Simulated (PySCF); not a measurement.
Ga(OH)(SiH3)2 (GaH7OSi2), SMILES [SiH3][Ga]([OH])[SiH3]. Atoms are numbered in the order given.

```xyz
11

Ga    -0.2609    -0.0015     0.0000
O     -2.0602    -0.1223     0.0000
H     -2.5311     0.7248     0.0000
Si     0.7600    -2.1873     0.0000
H      1.6313    -2.3474    -1.2021
H      1.6313    -2.3474     1.2021
H     -0.2524    -3.2796     0.0000
Si     0.7497     2.2033     0.0000
H      1.6132     2.3796     1.2048
H      1.6132     2.3796    -1.2048
H     -0.2715     3.2924     0.0000
```

Coordinates come from a TPSSh-D3(BJ)/def2-SVP optimisation. Other conformers were not sampled.

Method: PySCF with B3LYP/def2-TZVP.

Atomic charges (e):

```
atom  meta-Löwdin  Löwdin
----  -----------  ------
Ga1          0.43    0.04
O2          -0.69       …
H3           0.33    0.16
Si4          0.21       …
H5          -0.08       …
H6          -0.08       …
H7          -0.07       …
Si8          0.19       …
H9          -0.08       …
H10         -0.08       …
H11         -0.08       …
```

Q: Fill in the missing entries. (Estimate from the structure and the level; the computed values follow.)

A: 
- O2, Löwdin: -0.21
- Si4, Löwdin: 0.11
- H5, Löwdin: -0.03
- H6, Löwdin: -0.03
- H7, Löwdin: -0.03
- Si8, Löwdin: 0.09
- H9, Löwdin: -0.03
- H10, Löwdin: -0.03
- H11, Löwdin: -0.03
